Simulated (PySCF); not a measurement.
Species: C4H9BN2.
SMILES with atom numbers: `[CH2:1]=[CH:2][B:3]1[NH:4][CH2:5][CH2:6][NH:7]1`

Cartesian coordinates in Å at the PBE0-D3(BJ)/def2-SVP level; atoms count from 1:
```xyz
16
C4H9BN2 angstrom
C      2.593    0.897   -0.678
C      1.986   -0.123   -0.057
B      0.452   -0.169    0.231
N     -0.434    0.945    0.290
C     -1.737    0.509    0.755
C     -1.734   -1.001    0.464
N     -0.324   -1.340    0.463
H      2.029    1.773   -1.018
H      3.668    0.906   -0.890
H      2.608   -0.979    0.238
H     -0.158    1.900    0.465
H     -2.572    1.016    0.243
H     -1.864    0.687    1.841
H     -2.313   -1.560    1.218
H     -2.203   -1.201   -0.520
H     -0.053   -2.285    0.235
```

NICS = −σ at a ghost point: NICS(0) at the centroid of the ring atoms, NICS(1) 1 Å to either side along the normal of their mean plane, zz for the tensor component along that normal. Level: GIAO CAM-B3LYP/pcSseg-1 (PySCF, non-relativistic, gas phase) on the PBE0-D3(BJ)/def2-SVP geometry, one conformer.

Ring bond lengths (Å): B3–N4 1.425, N4–C5 1.450, C5–C6 1.537, C6–N7 1.450, N7–B3 1.423.

Question: Give the NICS values of each ring in ppm.

Answer: 
```
          ring                                                     type  NICS(0)  NICS(1), two faces  NICS(1)zz, two faces  rms pucker (Å)  centre to ring atoms, mean (Å)
B3–N4–C5–C6–N7  5-membered ring with B and 2 N; formal bonds all single     -5.4         -2.1 / -2.0           -2.6 / -2.8            0.11                            1.23
```

Question: What do they say, and how far can they be read as aromaticity?

Answer: 
- B3–N4–C5–C6–N7: mean NICS(1)zz -2.7 ppm, near zero. C5, C6 have four or more neighbours; no verdict on aromaticity is drawn.

Question: List the ring angles.

Answer: 
- B3–N4–C5–C6–N7: B3 107.2°, N4 109.7°, C5 103.5°, C6 103.4°, N7 109.8°; sum 533.6° against 540° for a flat convex ring.

Question: How shielded are the nuclei of the rings and their hydrogens (means over atoms taken as equivalent)?

Answer: 
```csv
atoms,environment,σ isotropic (ppm),"principal values of the symmetric part, first atom (ppm)"
B3,three-coordinate boron,67.7,"48.6, 55.9, 98.6"
N4 (×2),boron-bound nitrogen,186.6,"139.8, 187.4, 241.8"
C5 (×2),sp3 carbon bound to nitrogen,134.8,"112.2, 131.5, 161.1"
H11 (×2),N–H hydrogen,29.29,"22.2, 28.3, 37.5"
H12 (×4),methylene hydrogen,28.07,"24.3, 26.1, 34.0"
```

Question: How do the values depend on the level or the medium?

Answer: 
| level | NICS(0), B3–N4–C5–C6–N7 | mean NICS(1)zz, B3–N4–C5–C6–N7 |
| --- | --- | --- |
| CAM-B3LYP/pcSseg-1, gas | -5.4 | -2.7 |
| PBE0/pcSseg-1, gas | -5.6 | -2.7 |

The geometry is the same throughout.

The run took 43 s of wall time on Arm Neoverse N1, one thread (shared host), and the process peaked at 0.82 GiB of memory. This is the whole shielding run at CAM-B3LYP/pcSseg-1, SCF included.
